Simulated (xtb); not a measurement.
CH4N2OSi, SMILES N[SiH2]N=C=O. All values are semi-empirical tight-binding results from xtb (GFN2-xTB unless named), good for trends rather than for accurate numbers. Geometry: GFN2-xTB. The values are those of a single conformer.

The geometry has at least one imaginary mode, so it is a saddle point at that level.

Task: Estimate the properties. (Estimate from the structure and the level; the computed values follow.)

Result: 
```yaml
orbital_gap: 5.34 eV
dipole_moment: 2.72 D
static polarisability (D4 model): 59.9 bohr³
solvation energy, GFN2-xTB/ALPB(water): -3.0 kcal/mol
solvation energy, GFN2-xTB/ALPB(methanol): -5.0 kcal/mol
```
